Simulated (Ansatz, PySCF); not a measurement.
H4BrClGeN2, singlet, geometry from GFN2-xTB, with bond 9-3 at 2.4 times its length. Base run: CASSCF(4,6)/STO-3G (PySCF).

Input for PySCF:
```python
from pyscf import gto, scf, mcscf
import numpy

mol = gto.Mole()
mol.atom = '''
    N    -1.550684   -1.490410   -0.342504
    Ge   -0.099771   -0.551960    0.188432
    N     1.332300   -1.631753   -0.058992
    Cl   -0.455016    0.076137    2.184859
    Br    0.369537    1.283872   -1.126569
    H    -1.553078   -1.827551   -1.294235
    H    -2.461382   -1.117829   -0.117391
    H     1.285804   -2.530590    0.397500
    H     3.538359   -0.681927    0.279524
'''
mol.basis = 'sto-3g'
mol.charge = 0
mol.spin = 0
mol.verbose = 4
mol.build()

mf = scf.RHF(mol)
mf.kernel()
mc = mcscf.CASSCF(mf, 6, 4)
mc.fix_spin_(ss=0.0)
mc.kernel()
occ = numpy.linalg.eigvalsh(mc.fcisolver.make_rdm1(mc.ci, mc.ncas, mc.nelecas))[::-1]
ss = mc.fcisolver.spin_square(mc.ci, mc.ncas, mc.nelecas)[0]
print('natural occupations', occ.round(4), ' <S^2>', round(ss, 4))
```

Programs used: Ansatz (an electronic-structure program), PySCF; a row that names a program was run with it.

Each row names what was changed in the base input (with any setting that the change needs).

```
change                                                ΔE vs base (mEh)                      natural occupations  <S^2> of the state        outcome
----------------------------------------------------  ----------------  ---------------------------------------  ------------------  -------------
base                                                             0.000            1.98 1.23 0.77 0.02 0.00 0.00                0.00      converged
solver = newton                                                  0.000            1.98 1.23 0.77 0.02 0.00 0.00                0.00      converged
active space = 10 electrons, 8 orbitals                        -13.890  2.00 2.00 1.98 1.98 1.24 0.76 0.03 0.02                0.00      converged
code = ansatz; correction = SC-NEVPT2, all electrons            -105.4                                        -                   -      converged
state_average = 2 states                                        17.865                                        -                   -      converged
active space = 2 electrons, 3 orbitals                          12.391                           1.23 0.77 0.00                0.00      converged
code = ansatz                                                   -4.633                                        -                   -      converged
active space = 2 electrons, 4 orbitals                          12.391                      1.23 0.77 0.00 0.00                0.00      converged
conv_tol = 1e-5                                                  0.004            1.98 1.23 0.77 0.02 0.00 0.00                0.00      converged
orbitals = fixed (CASCI); correction = SC-NEVPT2               -93.578            2.00 1.28 0.72 0.00 0.00 0.00                0.00      converged
active space = 8 electrons, 7 orbitals                               -                                        -                   -  not converged
```

Active orbitals are taken around the Fermi level unless the row says otherwise; CASSCF can end in different local minima, and two programs can end on different orbitals. State-averaged rows give the lowest state.
